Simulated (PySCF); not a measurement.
BeGeH₄. Atoms are numbered in the order given.

```xyz
6

Be     0.0000     0.0000    -1.9390
H      0.0000     0.0000    -3.2684
Ge     0.0000     0.0000     0.2632
H      1.2317     0.7111     0.8678
H     -1.2317     0.7111     0.8678
H      0.0000    -1.4222     0.8678
```
Charge 0, spin multiplicity 1.

Geometry: B3LYP-D3(BJ)/def2-TZVP.

Computed with PBE0/pcSseg-2 in PySCF.

GIAO shieldings, no solvent; atoms alike by connectivity are averaged. δ = σ(ref) − σ: ¹H against TMS (σ = 31.54 ppm); ⁷³Ge against GeH4 (σ = 1662.5 ppm), references at their B3LYP-D3(BJ)/def2-TZVP geometries, non-relativistic.

```json
[
 {"nucleus": "¹H", "atoms": "H2", "count": "1", "δ (ppm)": "3.81"},
 {"nucleus": "¹H", "atoms": "H4, H5, H6", "count": "3", "δ (ppm)": "3.20"},
 {"nucleus": "⁷³Ge", "atoms": "Ge3", "count": "1", "δ (ppm)": "-111.9"}
]
```
